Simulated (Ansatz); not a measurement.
A made-up structure of SiNHTe, singlet:

```
4
angstrom
N 0.4712 -1.0483 -0.6556
Si 0.1569 0.4261 -0.0533
Te -1.2497 -1.2055 0.8904
H -2.3627 -1.4693 2.1345
```

It is relaxed with PBE-D4/def2-SVP and then PBE0-D4/def2-TZVP (Ansatz 0.2.0). Atoms count as bonded within 1.22 times the sum of their covalent radii (H–H: 0.88 Å). The end point is not checked to be a true minimum.

Does its bonding change? (A judgement: the text doesn't fix the answer.)

Computed: No: no bond forms or breaks.

Where it ends: The first stage lowers the energy by 3.26 eV in 10 steps. It ends as SiNHTe ([N]1[Si][TeH]1):
```csv
atom,x (Å),y (Å),z (Å)
N1,0.2886,-1.1351,-0.0357
Si2,0.1362,0.4992,-0.0207
Te3,-1.7395,-1.3028,0.3511
H4,-1.6697,-1.3581,2.0212
```

Labels in which every atom is bracketed show which atoms are joined, not bond orders.

For scale, one of the runs: PBE0-D4/def2-TZVP relaxation, 124 basis functions, launched by `ansatz run in.yaml --threads 2 --pin off --events-out ev --progress --plain --max-ram 4352MiB`. The run took about 19 s on 2 CPU threads of an Arm Neoverse V2 (shared host).
